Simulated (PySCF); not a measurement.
Substituent effects on chemical shifts

Parent skeleton `[CH3:1][CH:2]=[CH:3][SiH2:4][NH:5][CH3:6]`; one hydrogen on atom 4 is replaced by X. Hydrogens on one atom are averaged.

Single conformer, rapidly exchanging positions averaged, no solvent model, non-relativistic Hamiltonian. Geometry from GFN2-xTB; NMR shieldings at PBE0/pcSseg-1/GIAO; PySCF 2.14.

Chemical shifts δ = σref − σ; 13C and 29Si and 1H vs TMS; NH3 for 15N, all at this level.

Parent (X = H): C1 27.1, C2 153.5, C3 129.8, Si4 -43.0, N5 9.6, C6 32.5, H(C1) 2.00, H(C2) 6.55, H(C3) 5.81 ppm. Effects are Δδ = δ(X) − δ(H), positive for deshielding.

Known members:
```csv
X,C1,C2,C3,Si4,N5,C6,H(C1),H(C2),H(C3)
isopropenyl,-4.0,+5.5,-1.2,+19.7,+14.6,-1.6,+0.40,+0.53,-0.23
SH,-2.4,+1.4,+2.6,+22.0,+28.9,-0.8,+0.05,+0.26,-0.09
CCl3,-1.4,+3.9,+2.3,+19.6,+13.0,-1.3,+0.07,+0.42,+0.21
CONH2,-2.6,+9.2,-1.8,-11.3,+6.4,-2.1,+0.13,+0.63,+0.01
OCOCH3,-0.1,+5.7,+3.8,+18.3,+17.1,-2.5,-0.01,+0.09,+0.10
```

Four more derivatives gave (Δδ, ppm):
| compound | C1 | C2 | C3 | Si4 | N5 | C6 | H(C1) | H(C2) | H(C3) |
| --- | --- | --- | --- | --- | --- | --- | --- | --- | --- |
| 1 | -1.8 | +4.0 | -1.0 | +11.0 | +4.5 | -2.5 | +0.04 | +0.46 | +0.03 |
| 2 | +0.0 | +4.3 | +5.8 | +19.8 | +8.6 | -1.1 | -0.03 | +0.07 | +0.18 |
| 3 | -3.2 | +1.4 | -0.3 | -13.0 | +14.7 | -0.7 | +0.10 | +0.29 | +0.04 |
| 4 | -0.4 | +3.7 | +0.0 | +15.9 | +6.9 | -0.3 | +0.02 | -0.39 | -0.32 |

Their substituents are CH2OCH3, CHCl2, allyl, propynyl. Which is which?

## Answers

1: X = CHCl2 (C/C=C\[Si@@H](NC)C(Cl)Cl); 2: X = CH2OCH3 (C/C=C/[Si@H](COC)NC); 3: X = propynyl (CC#C[Si@@H](/C=C\C)NC); 4: X = allyl (C=CC[Si@H](/C=C/C)NC).

Experimental scales use liquid or dissolved standards, which lie at an offset from isolated NH3 (liquid NH3: subtract about 20 ppm).
